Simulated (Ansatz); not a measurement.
One change: `[OH][In]([Cl])[O][SiH3]` becomes `[OH][InH][Cl]`.

Ansatz, PBE0-D4/def2-TZVP geometries, multiplicity 1. Each molecule was computed in one conformer, which needn't be the lowest.

Elements past krypton have def2 core potentials.

| property | `[OH][In]([Cl])[O][SiH3]` |
| --- | --- |
| HOMO energy (ωB97M-V/def2-TZVPP) / eV | -11.04 |
| HOMO–LUMO gap (B3LYP/def2-TZVPP) / eV | 5.72 |
| HOMO energy (PBE0/def2-TZVPP) / eV | -8.72 |
| LUMO energy (PBE/def2-TZVPP) / eV | -3.38 |
| ideal-gas entropy at 298 K and 1 bar (rigid rotor, harmonic PBE0-D4/def2-TZVP) / J/(mol·K) | 415 |
| HOMO energy (PBE/def2-TZVPP) / eV | -7.25 |

Task: What does the change do to each property? (Best estimate.)

Result: Computed: 
```json
{"property": "HOMO energy (ωB97M-V/def2-TZVPP) / eV", "`[OH][InH][Cl]`": "-10.92", "shift": "0.12"}
{"property": "HOMO–LUMO gap (B3LYP/def2-TZVPP) / eV", "`[OH][InH][Cl]`": "6.57", "shift": "0.85"}
{"property": "HOMO energy (PBE0/def2-TZVPP) / eV", "`[OH][InH][Cl]`": "-8.64", "shift": "0.08"}
{"property": "LUMO energy (PBE/def2-TZVPP) / eV", "`[OH][InH][Cl]`": "-2.29", "shift": "1.09"}
{"property": "ideal-gas entropy at 298 K and 1 bar (rigid rotor, harmonic PBE0-D4/def2-TZVP) / J/(mol·K)", "`[OH][InH][Cl]`": "314", "shift": "-101"}
{"property": "HOMO energy (PBE/def2-TZVPP) / eV", "`[OH][InH][Cl]`": "-7.18", "shift": "0.07"}
```

With PBE0 the HOMO rises by 0.08 eV and the LUMO rises by 0.95 eV, so the gap widens by about 0.87 eV. PBE moves the HOMO by 0.07 eV and ωB97M-V by 0.12 eV. The zero-point energy changes by -60.0 kJ/mol with -12 modes. Modes under 60 cm⁻¹, often nearly free rotors, make the harmonic entropy too high.

B3LYP here is the variant with VWN-RPA as its local correlation; programs differ in this.
